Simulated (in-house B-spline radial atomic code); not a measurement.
Radial electron density of Mn7+, [He] 2s2 (2p1/2)1 (2p3/2)4 3s2 3p6 (6d5/2)1. Level of theory: Dirac-Hartree-Fock, average of the jj configuration, Fermi nucleus of rms radius 3.7057 fm; calculated with a radial B-spline atomic code at the basis-set limit.

Columns: r (bohr), 4πr²n(r) (electrons per bohr), bar.

```
 0.00234   0.7222 #
  0.0029    1.071 ##
 0.00359    1.574 ##
 0.00445      2.3 ###
 0.00552    3.331 #####
 0.00684    4.754 #######
 0.00847    6.672 ##########
  0.0105      9.2 ##############
   0.013    12.36 ##################
  0.0161    16.14 ########################
    0.02    20.37 ##############################
  0.0248    24.54 ####################################
  0.0307    27.97 #########################################
   0.038    29.91 ############################################
  0.0471    29.78 ############################################
  0.0584     27.6 #########################################
  0.0724    24.45 ####################################
  0.0897    22.29 #################################
   0.111    22.88 ##################################
   0.138    26.33 #######################################
   0.171     29.9 ############################################
   0.212    29.74 ############################################
   0.262    24.17 ####################################
   0.325    15.79 #######################
   0.403    10.32 ###############
   0.499    10.45 ###############
   0.618     12.8 ###################
   0.766    12.25 ##################
    0.95    8.015 ############
    1.18    3.431 #####
    1.46   0.9796 #
    1.81   0.1661 
    2.24  0.01756 
    2.78   0.1251 
    3.44  0.09157 
    4.26  0.01018 
    5.28   0.2424 
    6.55   0.2571 
    8.11  0.06795 
    10.1 0.004401 
    12.5 6.913e-05 
    15.4 2.216e-07 
    19.1 5.954e-11
```

On this grid the curve has 5 maxima, near 0.038, 0.171, 0.618, 2.78, 6.55 bohr.

The 2p1/2 radial function P(r) = rR(r), positive near the nucleus, with its small component Q(r) (sign convention: Q ≈ (P' + κP/r)/2c):

```
r (bohr)         P           Q
 0.00189  0.002742     0.01026
  0.0029  0.005565     0.01536
 0.00445   0.01162     0.02281
 0.00684   0.02476     0.03345
  0.0105   0.05289     0.04796
  0.0161    0.1117     0.06653
  0.0248    0.2319     0.08811
   0.038    0.4549      0.1078
  0.0584     0.831      0.1176
  0.0897      1.35      0.1067
   0.138     1.843     0.07102
   0.212     1.944     0.02481
   0.325     1.414    -0.00467
   0.499    0.6044   -0.007665
   0.766     0.134   -0.002045
    1.18   0.02048  -0.0002035
    1.81  0.002975  -2.614e-05
```
